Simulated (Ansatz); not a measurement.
Cost and result for the atomization energy of ClH3OS2Si, SMILES `O[Si](S)(S)Cl` (8 atoms, 7 bonds).

```csv
atom,x (Å),y (Å),z (Å)
O1,-1.6591,-0.3177,0.3205
Si2,-0.1916,0.0531,-0.2786
S3,0.1815,1.9387,0.5945
S4,1.3106,-1.3933,0.1081
Cl5,-0.2385,0.1053,-2.3286
H6,-2.0648,-1.1354,0.0247
H7,1.4375,1.9803,0.1185
H8,1.2244,-1.2309,1.4409
```

Charge 0, multiplicity 1. Geometry: relaxed with PBE0-D4/def2-TZVP. It is one conformer, not always the lowest. Program: Ansatz. All runs use 4 threads of a server CPU on a shared host. Times are those of one run each, without the atoms' runs, and a repeat can differ threefold. Electronic energies, without spin–orbit coupling; frozen cores. CCSD(T)/CBS adds CCSD(T) − MP2 in def2-TZVPP to the MP2 limit, and its time is that of the two runs behind it. T1 = 0.011. B3LYP takes the VWN-RPA correlation (the form of Gaussian; ORCA's B3LYP/G). HSE06 is the plane-wave form, built on full-range PBE exchange.

CCSD(T)/CBS is a level of theory with its own doubt, some kJ/mol a heavy atom from the limit and from the frozen cores, so smaller differences don't rank the functionals.

```json
{"level": "LDA (SPW92)/def2-TZVPP", "functions": "241", "wall time": "1.4 s", "atomization (kcal/mol)": "752.1", "difference from CCSD(T)/CBS": "98.6", "per bond": "14.1"}
{"level": "PBE-D4/def2-TZVPP (with forces)", "functions": "241", "wall time": "2.6 s", "atomization (kcal/mol)": "660.6", "difference from CCSD(T)/CBS": "7.1", "per bond": "1.0"}
{"level": "CCSD(T)/def2-SVP", "functions": "101", "wall time": "2.6 s", "atomization (kcal/mol)": "583.5", "difference from CCSD(T)/CBS": "-70.0", "per bond": "-10.0"}
{"level": "PBE0-D4/def2-TZVPP", "functions": "241", "wall time": "3.6 s", "atomization (kcal/mol)": "648.1", "difference from CCSD(T)/CBS": "-5.4", "per bond": "-0.8"}
{"level": "CAM-B3LYP-D4/def2-TZVPP", "functions": "241", "wall time": "3.9 s", "atomization (kcal/mol)": "644.6", "difference from CCSD(T)/CBS": "-8.9", "per bond": "-1.3"}
{"level": "HSE06-D4/def2-TZVPP", "functions": "241", "wall time": "3.9 s", "atomization (kcal/mol)": "648.5", "difference from CCSD(T)/CBS": "-5.0", "per bond": "-0.7"}
{"level": "B3LYP-D4/def2-TZVPP (with forces)", "functions": "241", "wall time": "5.5 s", "atomization (kcal/mol)": "642.6", "difference from CCSD(T)/CBS": "-10.9", "per bond": "-1.6"}
{"level": "ωB97X-V/def2-TZVPP", "functions": "241", "wall time": "8.5 s", "atomization (kcal/mol)": "655.7", "difference from CCSD(T)/CBS": "2.2", "per bond": "0.3"}
{"level": "B97M-V/def2-TZVPP", "functions": "241", "wall time": "9.5 s", "atomization (kcal/mol)": "659.7", "difference from CCSD(T)/CBS": "6.2", "per bond": "0.9"}
{"level": "ωB97M-V/def2-TZVPP (with forces)", "functions": "241", "wall time": "12 s", "atomization (kcal/mol)": "657.1", "difference from CCSD(T)/CBS": "3.6", "per bond": "0.5"}
{"level": "MP2/def2-QZVPP", "functions": "427", "wall time": "17 s", "atomization (kcal/mol)": "662.6", "difference from CCSD(T)/CBS": "9.1", "per bond": "1.3"}
{"level": "CCSD(T)/def2-TZVPP", "functions": "241", "wall time": "100 s", "atomization (kcal/mol)": "628.2", "difference from CCSD(T)/CBS": "-25.3", "per bond": "-3.6"}
{"level": "CCSD(T)/CBS(def2)", "functions": "–", "wall time": "120 s", "atomization (kcal/mol)": "653.5", "difference from CCSD(T)/CBS": "0.0", "per bond": "0.0"}
```

The D4 term adds +11.4 kcal/mol with B3LYP and +6.0 kcal/mol with PBE0; it sums over pairs of atoms, weighted by their polarisabilities, and B3LYP, whose exchange is more repulsive, gets the larger term. At CCSD(T), def2-SVP lies −70.1 kcal/mol from the extrapolated value and def2-TZVPP −25.3 kcal/mol: correlation converges slowly with the basis, and small sets miss more of it in the bonded molecule than in its fragments. From r2SCAN to r2SCAN0 (25 % exact exchange), in def2-TZVPP and without D4, the atomization energy moves by −13.9 kcal/mol: exact exchange takes away binding that semilocal exchange gives to molecules.
